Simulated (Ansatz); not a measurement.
CH$_{9}$BSSi$_{2}$, SMILES `BCS[SiH2][SiH3]`, 14 atoms. Total charge 0; spin multiplicity 1. All runs use 4 threads of an Arm Neoverse V1 on a shared host. Correlated methods freeze the cores.

Q: Give the basis size and wall time and peak host memory of each of these runs in Ansatz. RKS PBE0-D4/def2-QZVPP energy; RKS PBE0-D4/def2-SVP energy; RHF-CCSD(T)/def2-SVP energy; RKS CAM-B3LYP-D4/def2-TZVPP energy; direct RPA on PBE orbitals/def2-TZVPP energy; RKS PBE0-D4/def2-TZVP relaxation (9 steps); RHF-CCSD(T)/def2-TZVPP energy; RHF-MP2/def2-QZVPP energy; RKS r2SCAN0-D4/def2-TZVPP energy; RKS ωB97M-V/def2-TZVPP energy and forces; RKS ωB97M-V/def2-SVP energy; RKS PBE0-D4/def2-TZVP frequencies. (Best estimate.)

A: Computed: Other jobs shared the machine, so times are rough.

```
                                level                   job  functions  wall time  peak host memory (GiB)
                 RKS PBE0-D4/def2-SVP                energy        127      1.5 s                    0.34
          RKS CAM-B3LYP-D4/def2-TZVPP                energy        314        6 s                     1.2
                 RKS ωB97M-V/def2-SVP                energy        127      6.5 s                    0.47
direct RPA on PBE orbitals/def2-TZVPP                energy        314        8 s                    0.87
            RKS r2SCAN0-D4/def2-TZVPP                energy        314        8 s                     1.1
                 RHF-CCSD(T)/def2-SVP                energy        127        8 s                    0.68
               RKS PBE0-D4/def2-QZVPP                energy        594       16 s                     2.6
               RKS ωB97M-V/def2-TZVPP     energy and forces        314       18 s                     1.5
                   RHF-MP2/def2-QZVPP                energy        594       36 s                     4.8
                RKS PBE0-D4/def2-TZVP  relaxation (9 steps)        227       46 s                    0.71
                RKS PBE0-D4/def2-TZVP           frequencies        227    4.6 min                    0.72
               RHF-CCSD(T)/def2-TZVPP                energy        314     14 min                       4
```
